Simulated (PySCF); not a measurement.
**Ionisation energy of Sb⁺ by level of theory**

Sb⁺ [Kr] 4d10 5s2 5p2 (3P) → Sb²⁺ [Kr] 4d10 5s2 5p1 (2P), as a difference of total energies. Calculation: PySCF 2.14, in aug-cc-pVQZ-PP with ECP28MDF (7s7p5d3f2g, 92 functions); a scalar-relativistic core potential. Correlated levels: valence: 4s2 4p6 4d10 frozen. The calculations carry no spin-orbit coupling.

```csv
method,ionisation energy (eV),difference from reference (eV)
UHF,16.005,-0.621
MP2 (valence),16.361,-0.265
SCS-MP2 (valence),16.297,-0.329
CCSD (valence),16.386,-0.240
CCSD(T) (valence),16.412,-0.214
```

Reference: 16.626 ± 0.025 eV (measured; NIST Atomic Spectra Database, ionization energies).

The reference lies between the lowest fine-structure levels, while these numbers refer to the centres of the terms.

Errors of the correlated levels include the incompleteness of this basis and the frozen core.
